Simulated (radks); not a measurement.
The osmium ion Os3+ is in [Xe] 4f14 5d(3/2: 4, 5/2: 1). Calculated with a radial shooting solver on a logarithmic mesh with Libxc functionals: Dirac Kohn-Sham, BLYP, spin-unpolarised, spherical densities, finite nucleus; Fermi nuclear charge, rms radius of each element as measured or else 0.836 A^(1/3) + 0.57 fm. Sub-shells are occupied by j as written (lower j first in brackets). One electron is removed from 5d5/2, 5d3/2, 5p3/2, 4f7/2 in turn, with full relaxation. Which removal costs least, and what does each cost?

Answer. 5d5/2 40.543 eV; 5d3/2 41.933 eV; 5p3/2 85.253 eV; 4f7/2 93.578 eV. The 5d5/2 electron leaves first.
